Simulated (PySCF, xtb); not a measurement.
C4H6Ge, SMILES C#C[C](=C)[GeH3].

Harmonic wavenumbers (cm⁻¹) from GFN2-xTB (xtb) at its own minimum, in rising order: 88, 112, 208, 244, 360, 371, 505, 540, 547, 628, 666, 736, 772, 837, 863, 889, 925, 1147, 1397, 1627, 1979, 2069, 2072, 2237, 3070, 3096, 3389.

**Question.** What does PBE-D3(BJ)/def2-SVP in PySCF 2.14.0 give at its own minimum? (Estimate from the structure and the level; the computed values follow.)

**Answer.** 100, 121, 232, 261, 401, 412, 544, 609, 618, 627, 632, 724, 795, 844, 857, 906, 913, 1148, 1369, 1600, 2079, 2095, 2097, 2131, 3066, 3169, 3407. Paired by order, the mean absolute difference is 31 cm⁻¹ and the zero-point energies are 44.9 and 45.4 kcal/mol.
